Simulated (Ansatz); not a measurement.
Basis sets compared for the cluster Si6W⁺. Charge 1, multiplicity 2. Geometry PBE-D4/def2-SVP. Ansatz on 4 threads of Arm Neoverse V2 on a shared host; times are rough, and most runs start from earlier orbitals.

```xyz
7

W    -0.460    0.257   -2.043
Si    1.526   -0.450   -0.905
Si   -1.193   -1.729   -1.122
Si    0.702    1.155    2.633
Si    1.793   -0.528    1.458
Si   -0.123    0.611    0.504
Si   -2.246    0.684   -0.525
```

In the def2 sets W takes a core potential; there is no spin–orbit coupling. Another isomer (doublet) lies 1.70 eV lower at PBE0-D4/def2-TZVP; other spin states weren't run for this one.

```tsv
level	functions	energy (Eh)	HOMO (eV)	LUMO (eV)	wall time
PBE-D4/def2-SVP	140	-1802.3724	-9.23	-8.65	4.4 s
PBE0-D4/def2-SVP	140	-1802.4315	-10.03	-7.95	7 s
```

Question: Estimate the rows for PBE-D4/def2-TZVP (with forces), PBE0-D4/def2-TZVP.

Answer: 
```csv
level,functions,energy (Eh),HOMO (eV),LUMO (eV),wall time
PBE-D4/def2-TZVP (with forces),262,-1802.9918,-9.09,-8.50,9.5 s
PBE0-D4/def2-TZVP,262,-1803.0497,-9.87,-7.77,26 s
```
